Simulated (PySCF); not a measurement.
Basis and Hamiltonian dependence of the excitation energy of Ru

Ru [Kr] 4d7 5s1 (5F) → Ru [Kr] 4d6 5s1 5p1 (high-spin determinant). Calculated with PySCF 2.14 from differences of total energies of unrestricted determinants, without spin-orbit coupling. Values in eV.

```csv
basis,Hamiltonian,functions,UHF,r2SCAN,PBE0,MP2 (valence),CCSD(T) (valence),CCSD(T) (valence and next inner shell)
aug-cc-pVDZ-PP with ECP28MDF,ECP,54,1.622,3.087,3.258,2.823,2.762,n/a
def2-TZVPPD with the def2 core potential (28 electrons),ECP,56,1.709,3.128,3.295,2.980,2.913,2.843
ANO-RCC-VTZP,spin-free X2C,68,1.743,3.392,3.424,3.092,3.014,2.992
aug-cc-pwCVDZ-PP with ECP28MDF,ECP,70,1.611,3.066,3.235,2.882,2.805,2.683
x2c-TZVPPall,spin-free X2C,79,1.691,3.355,3.363,3.005,2.925,2.903
aug-cc-pVTZ-PP with ECP28MDF,ECP,88,1.622,3.081,3.237,2.990,2.919,n/a
def2-QZVPPD with the def2 core potential (28 electrons),ECP,88,1.715,3.173,3.326,3.095,3.022,n/a
"x2c-TZVPPall with one added diffuse shell each of s, p, d, f type",spin-free X2C,95,1.689,3.353,3.361,3.050,2.979,n/a
aug-cc-pVTZ-DK,spin-free X2C,102,1.663,3.321,3.336,3.042,n/a,n/a
x2c-QZVPPall,spin-free X2C,118,1.671,3.316,3.343,3.075,n/a,n/a
aug-cc-pwCVTZ-PP with ECP28MDF,ECP,122,1.620,3.078,3.233,3.035,n/a,n/a
```

Frozen in the all-electron rows: valence: [Kr]; valence and next inner shell: [Ar] 3d10; with a core potential, the same shells as far as they lie outside it.

One determinant mixes LS terms of the configuration, so the numbers do not refer to single terms.
